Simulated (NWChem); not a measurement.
Molecule: GeH₃, doublet; SMILES [GeH3]

Program: NWChem. Pople sets run with spherical d functions. Spin-unrestricted. In the optimisation the excess spin sits in a (C3, its own frame). Geometry: optimised at PBE0/def2-SVP, spin-unrestricted. No stability test was run on the SCF state. Vertical excitations in the gas phase; the lowest state need not have the same character in each row. Excited states of an open shell can be spin-contaminated.

For level LRC-wPBEh/6-31G*, TDA:

```
Quantity                                                     Result
-----------------------------------------------------------  ------
lowest excitation (eV)                                         5.14
lowest empty minus highest occupied level, either spin (eV)    7.16
```

Q: Estimate the same quantities for level CAM-B3LYP/6-31G*, TDA.

A: lowest excitation (eV): 4.96
lowest empty minus highest occupied level, either spin (eV): 5.62
